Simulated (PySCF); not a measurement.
Simulated characterisation data

- PBE0/pcSseg-1 with gauge-including orbitals
- geometry: GFN2-xTB
- code: PySCF 2.14.0 with density-fitted response routines
- one conformer, relativity neglected, isolated molecule, averaged over atoms made equivalent by symmetry, fast rotation or ring inversion

Referencing at the same level of theory: ¹H and ¹³C vs TMS. Splittings of carbon signals by F and P are missing where no couplings were computed. Where no couplings were computed, multiplicities follow the n + 1 count of equivalent neighbours, and m marks all less simple cases (inequivalent or close neighbours, rings, F or P nearby). Shifts are as computed. Against solution values, carbons near 30 ppm lie about +3 ppm off and those near 130 ppm about +5 ppm. Of 1211 compounds with measured shifts, 218 miss one by over three times the rms of a fit or turn the order of signals round; such compounds aren't used in these exercises.

**1.** `C=Cc1ccnn1C(C)C`, C₈H₁₂N₂. ¹H NMR (600 MHz, computed): δ 7.61 (m, 1H), 6.78 (m, 1H), 6.77 (m, 1H), 6.12 (m, 1H), 5.54 (m, 1H), 4.34 (sept, 1H), 1.53 (d, 6H). ¹³C{¹H} NMR (computed): δ 143.8 (C), 142.2 (CH), 129.5 (CH), 119.7 (CH2), 108.1 (CH), 50.9 (CH), 25.1 (CH3).

**2.** `C1=PC=C(C(OC)=O)O1`, C₅H₅O₃P. ¹H NMR (600 MHz, computed): δ 9.02 (m, 1H), 8.59 (m, 1H), 4.11 (s, 3H). ¹³C{¹H} NMR (computed): δ 192.5, 164.6, 159.0, 144.8, 53.9.
